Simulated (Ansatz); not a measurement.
Calculation: frozen-core CCSD(T)/cc-pVTZ // B3LYP-D3(BJ)/def2-TZVP (Ansatz, a quantum-chemistry and plane-wave program).

Ansatz 0.2 input:
```yaml
crystal:
  periodic: [false, false, false]
  atoms:
    - { symbol: C, position_ang: [-0.598226, -0.019109, 0.125007] }
    - { symbol: C, position_ang: [0.678109, 0.02166, -0.1417] }
    - { symbol: S, position_ang: [2.199573, 0.07026, -0.45963] }
    - { symbol: H, position_ang: [-1.136993, 0.881613, 0.391572] }
    - { symbol: H, position_ang: [-1.142462, -0.954423, 0.084749] }
basis:
  gaussian: { orbitals: cc-pVTZ }
correlation:
  method: ccsd_t
```

Output:

```
Functional definition: HF
699 factors; integrals over basis functions are off by at most 1.3e-3 eV
mean field evaluation 1: about -12907.9668 eV, gradient 2.3e1 eV
mean field evaluation 2: about -12907.9735 eV, gradient 2.3e1 eV
mean field evaluation 4: about -12909.5346 eV, gradient 3.0e0 eV
mean field evaluation 8: about -12909.5925 eV, gradient 2.1e-1 eV
mean field evaluation 16: about -12909.5771 eV, gradient 1.0e0 eV
mean field -12909.59313319 eV, -474.4187972083 hartree, gradient 9.4e-6 eV, S^2 0.000000; 0 other end points of the search recorded, 0 dependent functions left out
7 core orbitals not correlated
reference -12909.59313319 eV, -474.4187972083 hartree; 8, 8 occupied and 107, 107 virtual orbitals, 699 factors
second order -13.09515034 eV of doubles, -0.00000000 eV of singles
cycle   1  -13.20183337 eV  change   -1.1e-1 eV  update   1.1e-1
cycle   2  -13.59510673 eV  change   -3.9e-1 eV  update   3.6e-2
cycle   3  -13.71148346 eV  change   -1.2e-1 eV  update   1.9e-2
cycle   4  -13.70430583 eV  change    7.2e-3 eV  update   5.2e-3
cycle   5  -13.70361264 eV  change    6.9e-4 eV  update   2.4e-3
cycle   6  -13.70408413 eV  change   -4.7e-4 eV  update   7.7e-4
cycle   7  -13.70389449 eV  change    1.9e-4 eV  update   3.1e-4
cycle   8  -13.70399188 eV  change   -9.7e-5 eV  update   1.2e-4
cycle   9  -13.70402525 eV  change   -3.3e-5 eV  update   4.5e-5
cycle  10  -13.70401521 eV  change    1.0e-5 eV  update   1.7e-5
perturbative correction -0.77271091 eV, -0.0283966023 hartree
Total energy: -12924.06985932 eV, -474.9508070807 hartree
```

Cost: around 7 core-seconds (rough).
